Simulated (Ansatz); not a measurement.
Ideal-gas functions of `[OH][Hf]([OH])([OH])[I]` at 800 K and 1 bar, from an Ansatz frequency run at PBE0-D4/def2-TZVP.

Molar mass 356.42 g/mol, point group C3 (symmetry number 3), electronic degeneracy 1, moments of inertia 177.764, 794.518, 794.523 u Å². Harmonic wavenumbers (cm⁻¹, unscaled): 103, 103, 136, 153, 163, 163, 201, 236, 236, 258, 258, 305, 692, 692, 722, 4013, 4013, 4018.

Use S(trans) = R[1.5 ln M + 2.5 ln T − 1.1517]; rotational temperatures θ = 24.2544 K / I; S(rot) = R[ln(√π/σ · √(T³/θAθBθC)) + 1.5]; for each mode x = 1.438777 ν̃/T, S = R[x/(eˣ − 1) − ln(1 − e⁻ˣ)] and H = RT x/(eˣ − 1); 1 cm⁻¹ = 0.0119627 kJ/mol; R = 8.31446 J/(mol·K).

**Question.** By hand: the entropy, in J/(mol·K).

**Answer.** Translation 202.7. Rotation: θ = 0.1364, 0.0305, 0.0305 K, giving 128.8. Vibration, mode by mode: 22.35, 22.35, 20.04, 19.07, 18.55, 18.55, 16.82, 15.50, 15.50, 14.77, 14.77, 13.41, 7.01, 7.01, 6.70, 0.05, 0.05, 0.05, in all 232.6. Electronic 0.0. Sum 564.1 J/(mol·K).

**Question.** By hand: H − E and G − E in kJ/mol, counted from the electronic energy.

**Answer.** Zero-point energy ½ × 16465 × 0.0119627 = 98.5; thermal vibration 76.9; translation, rotation and pV give 4 RT = 26.6. H − E = 202.0 kJ/mol, and G − E = 202.0 − 800 × 564.1/1000 = -249.3 kJ/mol.

Vibration gives 41 % of the entropy, 64.7 J/(mol·K) of it from the modes under 150 cm⁻¹: soft modes count most, and the harmonic formula is weakest for them. The sum counts one conformer and one mirror image; others add a mixing term.
